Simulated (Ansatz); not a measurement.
Compare A (`BC[SiH](C)Cl`) with its isomer B (`BCC[SiH2]Cl`).

Isolated molecules relaxed with PBE0-D4/def2-TZVP in Ansatz; ΔE leaves out vibrations. CCSD(T)/CBS is the MP2 limit (def2-TZVPP, def2-QZVPP) plus CCSD(T) − MP2 in def2-TZVPP, frozen cores. DFT in def2-TZVPP. B3LYP here is the variant with VWN-RPA as its local correlation; programs differ in this. One conformer a species, not always the lowest.

(1) Which isomer does CCSD(T)/CBS put lower? Give the gap. (Best estimate.)

(2) Give E(B) − E(A) in kJ/mol with PBE-D4, B3LYP-D4, HF/def2-TZVPP, CCSD/def2-TZVPP, r2SCAN-D4, B2PLYP, B3LYP. (Best estimate.)

Largest T1 diagnostic: 0.010.

Results:

(1) The calculation gave: A, by 80.2 kJ/mol.

(2) Computed: PBE-D4 81.3, B3LYP-D4 79.8, HF/def2-TZVPP 71.9, CCSD/def2-TZVPP 78.3, r2SCAN-D4 85.6, B2PLYP 79.6, B3LYP 77.3. None reverses the order clearly.

In def2-TZVPP, CCSD(T) changes the Hartree–Fock value by +7.9 kJ/mol (the triples alone add +1.5 kJ/mol) and MP2 by +11.7 kJ/mol.
